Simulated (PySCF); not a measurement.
# Nuclear quadrupole coupling in `C#C[C@@H]1C(C)=C1C=O`

C7H6O.
Cartesian coordinates in Å at the GFN2-xTB level; atoms count from 1:
```
atom  x, y, z in Å
C1     1.9098   -2.2854   -0.1805
C2     1.2824   -1.3847    0.3002
C3     0.5123   -0.3158    0.8583
C4    -0.7296    0.1556    0.1460
C5    -2.0862   -0.2517   -0.1990
C6     0.3006    0.9706    0.0768
C7     0.8869    2.1921   -0.3847
O8     2.0390    2.5237   -0.2536
H9     2.4765   -3.0688   -0.5866
H10    0.5521   -0.2656    1.9441
H11   -2.0482   -1.1868   -0.7598
H12   -2.5894    0.5083   -0.7940
H13   -2.6585   -0.4406    0.7101
H14    0.1518    2.8486   -0.8995
```

Field gradients from the B3LYP/pcJ-1 density (PySCF, non-relativistic), principal values in atomic units, ordered |Vxx| ≤ |Vyy| ≤ |Vzz|:

```csv
atom,Vxx,Vyy,Vzz
O8,0.4886,1.6119,-2.1005
```

Q: Find the asymmetry η = (Vxx − Vyy)/Vzz and the couplings χ = eQV/h (234.96 MHz × Q in barn × V in au), with Q(17O) = −0.0256 b.

A: 
```tsv
atom	environment	nucleus	η	χzz (MHz)	χxx (MHz)	χyy (MHz)
O8	aldehyde oxygen	17O	0.53	12.63	-2.94	-9.70
```

The tensor is traceless: Vxx + Vyy + Vzz = 0.

Q: What is Vzz at O8 in SI units (1 au = 9.71736 × 10²¹ V/m²)?

A: -2.1005 au = -20.411 × 10²¹ V/m².

Q: What couplings would deuterons (Q(2H) = 0.00286 b) have in place of the hydrogens, at this geometry?

A: 
| atom | bonded to | bond length (Å) | Vzz (au) | η | χzz (kHz) |
| --- | --- | --- | --- | --- | --- |
| H9 | C1 | 1.049 | 0.3852 | 0.01 | 259 |
| H10 | C3 | 1.088 | 0.2998 | 0.11 | 201 |
| H11 | C5 | 1.091 | 0.2949 | 0.04 | 198 |
| H12 | C5 | 1.088 | 0.2987 | 0.04 | 201 |
| H13 | C5 | 1.091 | 0.2963 | 0.04 | 199 |
| H14 | C7 | 1.112 | 0.2548 | 0.04 | 171 |

One conformer (not necessarily the lowest) at the GFN2-xTB geometry, without solvent, vibrations or thermal averaging. GFN2-xTB bond lengths can be off by several hundredths of an ångström, more for odd bonds, and the gradients follow them. These gradients aren't converged with respect to the basis.
